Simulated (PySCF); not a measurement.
Delta-SCF ions had no search for a lower state. Excitations are Tamm–Dancoff values on a coarser integration grid. The basis has no diffuse functions, so Rydberg states are missing or too high.

**C9H9NSSi, SMILES `[SiH3]c1ccc(S)c2cccnc12` (C–C–S–H torsion 139°) (charge 0, multiplicity 1)**

Method: PBE-D3(BJ)/def2-TZVP // PBE-D3(BJ)/def2-SVP (PySCF).

| Property | Value |
|---|---|
| HOMO | -5.67 eV |
| dipole moment | 2.44 D |
| HOMO–LUMO gap | 2.78 eV |
| LUMO | -2.89 eV |
| S1 excitation (TDA) | 3.23 eV |
| S1 oscillator strength | 0.082 |
| brightest of the four lowest singlets (TDA) | 3.23 eV |
| T1 excitation (TDA) | 2.53 eV |
| S1–T1 gap (TDA) | 0.70 eV |
| vertical ionisation energy (Delta-SCF) | 7.93 eV |
| total energy | -1090.1745 Ha |
| cost | roughly 19 core-minutes |

```xyz
21

Si     2.6828    -1.6352     0.1014
C      1.4874    -0.1808    -0.0753
C      1.8760     1.1334    -0.3215
C      0.9262     2.1842    -0.4067
C     -0.4394     1.9324    -0.2865
S     -1.5583     3.3100    -0.4772
C     -0.8965     0.5850    -0.0834
C     -2.2629     0.1955    -0.0183
C     -2.5890    -1.1324     0.2132
C     -1.5390    -2.0762     0.3738
N     -0.2562    -1.7611     0.2883
C      0.0892    -0.4609     0.0517
H      2.6045    -2.2667     1.4620
H      4.0705    -1.0696    -0.0763
H      2.4641    -2.6815    -0.9542
H      2.9442     1.3809    -0.4275
H      1.2702     3.2195    -0.5500
H     -2.4112     2.9711     0.5308
H     -3.0480     0.9501    -0.1759
H     -3.6379    -1.4600     0.2625
H     -1.7768    -3.1378     0.5691
```
Charge 0, spin multiplicity 1.
